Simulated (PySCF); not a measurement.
WO₂F₂, SMILES [O]=[W]([F])([F])=[O], multiplicity 1. The structure is a stationary point at PBE-D3(BJ)/def2-SVP. The spin state was assumed, not searched. The isomer is the one that the SMILES or the coordinates give; other isomers of the formula were not compared. The def2 effective core potentials stand for the cores of W; spin–orbit coupling is left out.

Computed equilibrium geometry at PBE-D3(BJ)/def2-SVP (PySCF confirms it by a frequency run) as Cartesian coordinates in Å, and its point group:
point group C2v.
```xyz
5

W      0.0000     0.0000    -0.0107
O      0.0000     1.3661    -1.0477
O      0.0000    -1.3661    -1.0477
F     -1.5917     0.0000     0.9753
F      1.5917     0.0000     0.9753
```
